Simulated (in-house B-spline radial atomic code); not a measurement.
Whole-atom quantities along the 16-electron series, configuration [Ne] 3s2 3p4. Breit and QED terms are first order and not part of the total energy; the density at the nucleus is averaged over the nuclear charge. Computed with a B-spline radial code for spherical atoms: Dirac-Hartree-Fock, average of the configuration, finite nuclei.

| ion | Z | E/Z² (Eh) | Σ<r²> (bohr²) | n(0)/Z³ (bohr⁻³) | Lamb diamagnetic shielding (ppm) | repulsion over attraction | Breit energy (eV) | self-energy (eV) | vacuum polarisation (eV) | Dirac less non-relativistic energy (Eh) |
| --- | --- | --- | --- | --- | --- | --- | --- | --- | --- | --- |
| Rh29+ | 45 | -2.0628 | 0.96295 | 1.2895 | 3618.24 | 0.067219 | 76.559 | 62.923 | -7.4408 | -95.554 |
| Pd30+ | 46 | -2.0717 | 0.91141 | 1.323 | 3713.23 | 0.065793 | 82.23 | 67.954 | -8.1629 | -104.98 |
| Ag31+ | 47 | -2.0804 | 0.86378 | 1.3588 | 3808.87 | 0.064422 | 88.182 | 73.273 | -8.9402 | -115.1 |
| Cd32+ | 48 | -2.0889 | 0.81969 | 1.3941 | 3905.18 | 0.063102 | 94.423 | 78.891 | -9.7753 | -125.97 |
| In33+ | 49 | -2.0973 | 0.77879 | 1.4333 | 4002.18 | 0.06183 | 100.96 | 84.821 | -10.673 | -137.61 |
| Sn34+ | 50 | -2.1055 | 0.74078 | 1.4729 | 4099.9 | 0.060604 | 107.81 | 91.073 | -11.635 | -150.07 |
| Sb35+ | 51 | -2.1136 | 0.70538 | 1.5146 | 4198.36 | 0.059421 | 114.96 | 97.662 | -12.667 | -163.38 |
| Te36+ | 52 | -2.1216 | 0.67237 | 1.5563 | 4297.59 | 0.058279 | 122.44 | 104.6 | -13.771 | -177.6 |
| I37+ | 53 | -2.1295 | 0.64153 | 1.6028 | 4397.62 | 0.057175 | 130.25 | 111.9 | -14.954 | -192.76 |
| Xe38+ | 54 | -2.1373 | 0.61268 | 1.6497 | 4498.47 | 0.056108 | 138.4 | 119.57 | -16.218 | -208.92 |
| Cs39+ | 55 | -2.145 | 0.58565 | 1.6998 | 4600.18 | 0.055076 | 146.9 | 127.64 | -17.57 | -226.11 |
| Ba40+ | 56 | -2.1526 | 0.56028 | 1.7511 | 4702.78 | 0.054077 | 155.75 | 136.11 | -19.013 | -244.38 |
| La41+ | 57 | -2.1602 | 0.53645 | 1.806 | 4806.29 | 0.05311 | 164.97 | 145 | -20.554 | -263.8 |
| Ce42+ | 58 | -2.1677 | 0.51403 | 1.863 | 4910.76 | 0.052172 | 174.56 | 154.33 | -22.198 | -284.41 |
| Pr43+ | 59 | -2.1752 | 0.49291 | 1.9232 | 5016.21 | 0.051263 | 184.54 | 164.11 | -23.951 | -306.26 |

Question: With what power of Z does the column «vacuum polarisation (eV)» change over this range?

Answer: A fit of the logarithm of its size against log Z from Z = 45 to 59 has slope 4.31.
